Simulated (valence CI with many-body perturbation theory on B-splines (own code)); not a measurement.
# E1 line list for Pm XXXI

Level of theory: configuration interaction combined with many-body perturbation theory (CI+MBPT): three valence electrons over a frozen Dirac-Fock core [Ar] 3d10, radial functions for each j: 11 s, 11 p, 10 d, 8 f, 5 g, 2 h, with the one-electron correlation potential Σ1 (screened to all orders), the two-electron term Σ2, the three-electron term Σ3, Breit, model QED; selected single and double excitations, second order for the rest, scaled by the run's own slope (own B-spline code, finite nucleus).

No measured spectrum was set against this ion. As an estimate, large intervals hold to a few tenths of a per cent, small ones and those within an open d or f shell to about a per cent.

Lines 201 to 250 of 538 in falling wavelength, among levels below 35.302 Ry, chosen from the strongest by gf and those to the six lowest levels. Wavelengths and rates use the calculated energies. Electric multipoles are in the length gauge with retardation, E1 and E2 with the static RPA response of the core. Weak lines are less certain than strong ones. Lines between different terms over intervals too small for the method are left out, as are lines whose strength nearly cancels. Where a level lies close to another of its J and parity, the split of strength between their lines is uncertain. The highest levels of a list are the least certain.

Levels are named by their leading jj configuration (3d3/2^4 stands for four electrons in 3d with j = 3/2), which in mixed levels can hold well under half, so a name can repeat and another be missing. Letters in brackets count levels of one name in rising energy.

| λ vac (nm) | Upper | Lower | A (s⁻¹) | log gf | Branch % |
| --- | --- | --- | --- | --- | --- |
| 10.37 | (4s 4d5/2^2) J=3/2 | (4s 4p3/2 4d3/2) J=3/2 [c] | 4.98e+10 | -0.49 | 8.6 |
| 10.36 | (4s 4d3/2 4f5/2) J=9/2 | (4s 4d3/2 4d5/2) J=7/2 [a] | 1.92e+10 | -0.51 | 7.0 |
| 10.36 | (4p1/2 4p3/2 4f7/2) J=5/2 [a] | (4p1/2 4p3/2 4d5/2) J=5/2 [c] | 3.30e+10 | -0.50 | 9.6 |
| 10.36 | (4s 4d3/2 4d5/2) J=3/2 [b] | (4s 4p3/2 4d3/2) J=3/2 [b] | 1.14e+11 | -0.14 | 21.5 |
| 10.36 | (4p1/2 4p3/2 4d5/2) J=1/2 | (4p1/2 4p3/2^2) J=1/2 | 2.32e+11 | -0.13 | 71.0 |
| 10.35 | (4p3/2^2 4d5/2) J=1/2 | (4p3/2^3) J=3/2 | 1.68e+11 | -0.27 | 37.0 |
| 10.35 | (4s 4p3/2 4f7/2) J=7/2 [a] | (4s 4p3/2 4d5/2) J=7/2 [a] | 5.81e+10 | -0.13 | 14.8 |
| 10.35 | (4p1/2 4d3/2 4d5/2) J=1/2 | (4p1/2 4p3/2 4d3/2) J=1/2 [a] | 1.45e+11 | -0.33 | 57.5 |
| 10.33 | (4s 4d3/2^2) J=1/2 | (4s 4p3/2 4d3/2) J=3/2 [a] | 1.13e+11 | -0.44 | 18.8 |
| 10.33 | (4p3/2 4d5/2^2) J=5/2 | (4p3/2^2 4d5/2) J=7/2 | 1.20e+11 | 0.06 | 33.0 |
| 10.32 | (4s 4d5/2^2) J=1/2 | (4s 4p3/2 4d5/2) J=3/2 | 3.09e+11 | -0.01 | 57.0 |
| 10.31 | (4p3/2 4d3/2 4d5/2) J=7/2 [d] | (4p3/2^2 4d3/2) J=5/2 | 5.13e+10 | -0.18 | 10.9 |
| 10.30 | (4s 4d5/2^2) J=3/2 | (4s 4p3/2 4d5/2) J=3/2 | 1.80e+11 | 0.06 | 31.2 |
| 10.28 | (4s 4p3/2 4d5/2) J=1/2 | (4s 4p3/2^2) J=1/2 | 2.25e+11 | -0.15 | 67.0 |
| 10.27 | (4s 4p3/2 4d5/2) J=5/2 [a] | (4s 4p3/2^2) J=5/2 | 1.90e+11 | 0.26 | 95.8 |
| 10.26 | (4p1/2 4p3/2 4d5/2) J=5/2 [b] | (4p1/2 4p3/2^2) J=5/2 | 3.99e+10 | -0.42 | 11.0 |
| 10.26 | (4p1/2 4p3/2 4f7/2) J=5/2 [b] | (4p1/2 4p3/2 4d5/2) J=3/2 [b] | 9.89e+10 | -0.03 | 41.4 |
| 10.26 | (4p1/2 4p3/2^2) J=1/2 | (4s 4p1/2 4p3/2) J=3/2 [a] | 2.30e+09 | -2.14 | 1.3 |
| 10.26 | (4s 4d5/2^2) J=9/2 | (4s 4p3/2 4d3/2) J=7/2 | 3.25e+10 | -0.29 | 10.7 |
| 10.25 | (4s 4d3/2 4d5/2) J=1/2 | (4s 4p3/2 4d3/2) J=1/2 [b] | 2.68e+11 | -0.07 | 36.3 |
| 10.25 | (4s 4d5/2^2) J=7/2 | (4s 4p3/2 4d5/2) J=7/2 [b] | 1.04e+11 | 0.12 | 30.8 |
| 10.25 | (4s 4p3/2 4f7/2) J=3/2 | (4s 4p3/2 4d5/2) J=1/2 | 7.31e+10 | -0.34 | 14.9 |
| 10.24 | (4p3/2 4d3/2 4d5/2) J=5/2 [d] | (4p3/2^2 4d3/2) J=7/2 | 4.34e+10 | -0.39 | 7.2 |
| 10.24 | (4s 4p1/2 4f7/2) J=7/2 [a] | (4s 4p1/2 4d5/2) J=5/2 [a] | 3.68e+10 | -0.34 | 18.1 |
| 10.22 | (4s 4p1/2 4f7/2) J=7/2 [c] | (4s 4p1/2 4d5/2) J=5/2 [b] | 9.37e+10 | 0.07 | 62.5 |
| 10.22 | (4p1/2 4p3/2 4f7/2) J=7/2 [b] | (4p1/2 4p3/2 4d5/2) J=7/2 [b] | 3.38e+10 | -0.37 | 9.3 |
| 10.18 | (4p1/2 4d5/2^2) J=3/2 | (4p1/2 4p3/2 4d5/2) J=5/2 [a] | 6.72e+10 | -0.38 | 16.4 |
| 10.17 | (4s 4p1/2 4f7/2) J=5/2 | (4s 4p1/2 4d5/2) J=3/2 | 2.37e+11 | 0.34 | 61.0 |
| 10.17 | (4p1/2 4p3/2 4f7/2) J=3/2 | (4p1/2 4p3/2 4d5/2) J=1/2 | 1.81e+11 | 0.05 | 47.9 |
| 10.16 | (4p1/2^2 4f7/2) J=7/2 | (4p1/2^2 4d5/2) J=5/2 | 6.30e+10 | -0.11 | 46.2 |
| 10.15 | (4p3/2 4d5/2^2) J=7/2 | (4p3/2^2 4d3/2) J=5/2 | 3.22e+10 | -0.40 | 9.1 |
| 10.14 | (4s 4d5/2^2) J=7/2 | (4s 4p3/2 4d5/2) J=7/2 [a] | 1.34e+11 | 0.22 | 39.6 |
| 10.14 | (4s 4d3/2 4d5/2) J=3/2 [a] | (4s 4p3/2 4d3/2) J=3/2 [a] | 7.78e+10 | -0.32 | 14.8 |
| 10.13 | (4p1/2 4p3/2 4d5/2) J=7/2 [b] | (4p1/2 4p3/2^2) J=5/2 | 9.87e+10 | 0.08 | 55.0 |
| 10.13 | (4s 4p1/2 4d5/2) J=3/2 | (4s 4p1/2 4p3/2) J=3/2 [b] | 9.01e+10 | -0.26 | 23.3 |
| 10.12 | (4p1/2 4d3/2 4d5/2) J=7/2 [b] | (4p1/2 4p3/2 4d5/2) J=7/2 [a] | 6.89e+10 | -0.07 | 15.7 |
| 10.12 | (4p3/2 4d5/2^2) J=7/2 | (4p3/2^2 4d5/2) J=7/2 | 3.34e+10 | -0.39 | 9.4 |
| 10.12 | (4p3/2 4d5/2^2) J=9/2 | (4p3/2^2 4d5/2) J=9/2 | 1.70e+11 | 0.42 | 41.3 |
| 10.11 | (4s 4d3/2 4d5/2) J=5/2 [b] | (4s 4p3/2 4d3/2) J=3/2 [a] | 4.85e+10 | -0.35 | 9.0 |
| 10.11 | (4s 4d3/2 4d5/2) J=5/2 [b] | (4s 4p3/2 4d3/2) J=7/2 | 5.42e+10 | -0.30 | 10.1 |
| 10.10 | (4p1/2 4p3/2 4f7/2) J=3/2 | (4p1/2 4p3/2 4d5/2) J=3/2 [b] | 6.69e+10 | -0.39 | 17.8 |
| 10.10 | (4s 4d5/2^2) J=9/2 | (4s 4p3/2 4d5/2) J=9/2 | 1.93e+11 | 0.47 | 63.6 |
| 10.09 | (4p1/2 4p3/2 4d5/2) J=5/2 [c] | (4p1/2 4p3/2^2) J=3/2 | 8.25e+10 | -0.12 | 25.0 |
| 10.09 | (4s 4d5/2^2) J=1/2 | (4s 4p3/2 4d5/2) J=1/2 | 1.72e+11 | -0.28 | 31.8 |
| 10.09 | (4p1/2 4p3/2 4f5/2) J=5/2 [a] | (4p1/2 4p3/2 4d5/2) J=5/2 [a] | 4.91e+10 | -0.35 | 13.1 |
| 10.09 | (4p1/2 4p3/2 4f7/2) J=7/2 [b] | (4p1/2 4p3/2 4d5/2) J=5/2 [b] | 5.32e+10 | -0.19 | 14.7 |
| 10.08 | (4s 4p1/2 4f7/2) J=9/2 | (4s 4p1/2 4d5/2) J=7/2 | 9.31e+10 | 0.15 | 93.5 |
| 10.08 | (4p3/2^2 4d5/2) J=7/2 | (4s 4p1/2 4d5/2) J=5/2 [b] | 5.03e+10 | -0.21 | 26.4 |
| 10.07 | (4s 4d5/2^2) J=3/2 | (4s 4p3/2 4d5/2) J=1/2 | 1.54e+11 | -0.03 | 26.7 |
| 10.07 | (4s 4d5/2^2) J=5/2 | (4s 4p3/2 4d5/2) J=5/2 [a] | 2.48e+11 | 0.35 | 68.3 |
